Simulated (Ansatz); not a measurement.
System: dibromo(dimethoxy)silane, C₂H₆Br₂O₂Si (charge 0, singlet). 
Structure (B3LYP-D3(BJ)/def2-TZVP (Ansatz, a quantum-chemistry and plane-wave program) minimum search):
```xyz
13

C     -2.0439     1.8520     0.2770
O     -0.6516     1.6721     0.5181
Si     0.2176     0.3354     0.2461
Br    -0.5024    -1.3493     1.4832
Br     0.0279    -0.2132    -1.9106
O      1.7598     0.5966     0.6318
C      2.6087     1.5843     0.0463
H     -2.2743     1.7030    -0.7797
H     -2.2960     2.8717     0.5617
H     -2.6306     1.1540     0.8776
H      2.7075     1.4180    -1.0282
H      2.2131     2.5855     0.2249
H      3.5856     1.4911     0.5164
```
Charge 0, spin multiplicity 1.

Parts of the frozen-core correlation energy in 6-31G* (Ansatz, hartree). Frozen orbitals: 37; correlated occupied orbitals by spin: 22 and 22; virtual: 102 and 102. No spin-orbit coupling. Non-relativistic.

```json
[
 {"term": "reference (HF)", "value": "-5662.25997"},
 {"term": "MP2 opposite-spin", "value": "-0.68145"},
 {"term": "MP2 same-spin", "value": "-0.24313"},
 {"term": "CCSD correlation", "value": "-0.97880"},
 {"term": "(T)", "value": "-0.02530"},
 {"term": "T1 diagnostic", "value": "0.011"},
 {"term": "largest doubles amplitude", "value": "0.025"}
]
```
